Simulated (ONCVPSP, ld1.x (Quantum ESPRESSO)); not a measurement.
Hardness and transferability of assorted potentials

Generated with ld1.x 7.5 (TM, RRKJ, ultrasoft, PAW), atompaw 4.2 or ONCVPSP 4.0.1. The cutoff is in Ry: for ld1.x and atompaw files where the sum of valence levels is converged to 10 mRy in a Bessel basis, for ONCV files where the hardest occupied wave has 1 mHa per electron of residual kinetic energy. The error is the largest all-electron minus pseudo excitation energy over each file’s own four to seven test configurations (ionisations up to +4, promotions, holes and added fractions of an electron), all of which were solved. The labels leave out finer settings (local radius, basis sizes, second energies), which also bear on the numbers. Spin-polarised tests are not counted. The rows are a selection from randomly drawn settings: files with unsolved tests, undetermined cutoffs or missed reference levels are left out.

A true bound ghost makes a file unfit for plane-wave use even where its test errors are small: the radial tests pick states by their node count and pass the ghost by.

| element | potential | cutoff (Ry) | largest error (meV) | bound ghosts |
| --- | --- | --- | --- | --- |
| N | ONCV, PBE, scalar-relativistic, rc 0.95/2.05 (sp), local smoothed, core correction no, reference 2s2 2p2, qcut 7.3/8, projectors 2/2 | 52 | +1864 | none |
| Ti | ONCV, PBEsol, scalar-relativistic, rc 1.45/1.20/2.40 (spd), local smoothed, core correction yes, reference 3s2 3p6 3d2 4s1.75, qcut 9.2/6.7/5.6, projectors 2/2/2 | 55 | -5.0 | none |
| As | ONCV, PBEsol, fully relativistic, rc 1.05/0.90/0.65 (spd), local smoothed, core correction no, reference 3s2 3p6 3d10 4s2 4p3, qcut 13/14.3/26.8, projectors 2/2/3 | 500 | +5.6 | none |
| Rb | TM semilocal, LDA (PZ), scalar-relativistic, rc 3.75/4.00/3.85 (spd), local p, core correction yes, reference 5s1 5p0 | 6 | -8.1 | none |
| Ru | ONCV, PBEsol, fully relativistic, rc 1.55/1.90/1.50 (spd), local smoothed, core correction yes, reference 4s2 4p6 4d7.5 5s0.5, qcut 7.5/9.2/7.1, projectors 2/2/2 | 50 | +0.5 | none |
| Cs | ONCV, PBEsol, scalar-relativistic, rc 2.65/3.05/3.10 (spd), local smoothed, core correction yes, reference 5s2 5p6, qcut 3.7/3.6/3.1, projectors 1/1/2 | 14 | -9.1 | none |
| Pb | ONCV, LDA (Perdew-Wang 92), scalar-relativistic, rc 2.00/2.20 (sp), local smoothed, core correction yes, reference 6s2 6p2, qcut 2.5/3.6, projectors 2/2 | 69 | -656 | none |

(1) Fill in the row for Pt: ONCV, Wu-Cohen, non-relativistic, rc 1.70/1.75/2.35/0.60 (spdf), local smoothed, core correction yes, reference 4f14 5s2 5p6 5d9 6s1, qcut 9/6.2/5.6/31, projectors 2/3/2/2.

(2) Fill in the row for Pm: ONCV, PBE, fully relativistic, rc 1.85/2.65/3.80 (spd), local smoothed, core correction yes, reference 5s2 5p6 5d1 6s1, qcut 4.9/4.5/4.1, projectors 2/2/2.

## Answers

(1) cutoff 773 Ry, largest error -1325 meV, bound ghosts: s, p, d.

(2) cutoff 67 Ry, largest error +44 meV, bound ghosts: s.
